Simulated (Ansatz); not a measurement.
Ansatz (a quantum-chemistry and plane-wave program) input:

Ansatz 0.2 input:
```yaml
crystal:
  periodic: [false, false, false]
  atoms:
    - {symbol: Cl, position_ang: [-0.00000000, -0.00000000, -1.45740920]}
    - {symbol: Br, position_ang: [0.00000000, 0.00000000, 0.70788447]}
basis:
  gaussian:
    orbitals: def2-TZVPD
hamiltonian:
  xc: {name: B3LYP}
total_charge: 1
magnetization: {spin_polarized: true, initial_magnetization: 1}
```

Problem. What final total energy does it print?

Solution. -3033.98856 Eh (B3LYP/def2-TZVPD). The basis has 103 functions.

This state (charge 1, doublet) is run at the relaxed geometry of the species with charge 0 and multiplicity 1.
